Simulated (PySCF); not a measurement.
H6NSi2, multiplicity 2. Atoms are numbered in the order given.

```xyz
9

Si     0.0028    -0.0811     1.6262
N      0.0226     0.5191     0.0000
Si     0.0028    -0.0811    -1.6262
H      0.4540    -1.5010     1.7910
H     -1.4241     0.0241     2.0706
H      0.8516     0.7961     2.4860
H      0.8516     0.7961    -2.4860
H      0.4540    -1.5010    -1.7910
H     -1.4241     0.0241    -2.0706
```
Charge 0, spin multiplicity 2.

Geometry optimised at PBE0-D3(BJ)/def2-SVP. The isomer is the one that the SMILES or the coordinates give; other isomers of the formula were not compared.

Method: ωB97X/def2-TZVPD (PySCF).

Mulliken values depend strongly on the basis, most of all with diffuse functions as here. ESP charges are fitted to the potential on shells at 1.4 to 2.0 van der Waals radii. Atomic charges (e):

```
atom  Mulliken  ESP fit  Mulliken spin
----  --------  -------  -------------
Si1       0.28        …           0.02
N2       -0.05        …           0.84
Si3       0.28        …           0.02
H4       -0.09        …           0.00
H5       -0.08        …           0.04
H6       -0.09        …           0.02
H7       -0.09        …           0.02
H8       -0.09        …           0.00
H9       -0.08        …           0.04
```

**Question.** Complete the blanks. (The exact figures need the calculation; the answer reports its results.)

**Answer.** 
- Si1, ESP fit: 0.42
- N2, ESP fit: -0.39
- Si3, ESP fit: 0.42
- H4, ESP fit: -0.09
- H5, ESP fit: -0.07
- H6, ESP fit: -0.07
- H7, ESP fit: -0.07
- H8, ESP fit: -0.09
- H9, ESP fit: -0.07
